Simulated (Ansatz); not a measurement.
System: CF, charge 1, singlet. CF+ (parent SMILES [C]F, singlet).
B3LYP-D3(BJ)/def2-TZVP minimum from Ansatz (an electronic-structure program):
```
C
F 1 1.1559
```
Charge +1, spin multiplicity 1.

Total energies in aug-cc-pVTZ, 10 correlated electrons, 2 frozen orbitals. UHF or UKS for unpaired electrons; spin-orbit terms are left out. Cores are frozen in correlated methods. No relativity.

| method | program | energy (Eh) | minus CCSDT(Q) (mEh) |
|---|---|---|---|
| HF | Ansatz | -136.90117 | 381.74 |
| MP2 | Ansatz | -137.25593 | 26.98 |
| CCSD | Ansatz | -137.26692 | 16.00 |
| CCSD(T) | Ansatz | -137.28186 | 1.06 |
| CCSDT(Q) | Ansatz | -137.28291 | 0.00 |

Rough core times of Ansatz's runs on a shared machine: CCSD(T) under 20 s, CCSDT(Q) 3 min.
